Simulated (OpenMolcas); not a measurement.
Re6+ among 3 point charges of -1 e arranged as a planar triangle (D3h).

```
Program             : OpenMolcas 26.06
Method              : CASSCF
Basis               : ANO-RCC-VDZP [7s6p4d2f1g]
Scalar Hamiltonian  : DKH2, point nucleus
Active space        : 1 electron in 5 orbitals (5d)
State averaging     : 2S+1 = 2 even, 5 roots
Spin-orbit coupling : state interaction with AMFI integrals over the reference wave functions
```

All point charges move together. At R = 1.71 Å the first state of the same spin is 1200 cm-1, and at R = 2.04 Å it is 984.9 cm-1.

Q: A third run gives 1084 cm-1. What distance was it run at?

A: With a power law R^-n the two known points give n = -ln(984.9 / 1200) / ln(2.04 / 1.71) = 1.12. Then R = 1.71 × (1200 / 1084)^(1/1.12) = 1.872 Å. The run was at 1.9 Å, so the estimate is off by -0.028 Å.

Spin-orbit coupling mixes the spin-free states strongly: the lowest level takes only 55 % from its leading state, 2E, which lies 1200 cm-1 above the lowest spin-free state (figures for R = 1.71; the like holds for R = 1.9, R = 2.04). This is an electrostatic model: the charges have no orbitals. No measured value stands beside these numbers.
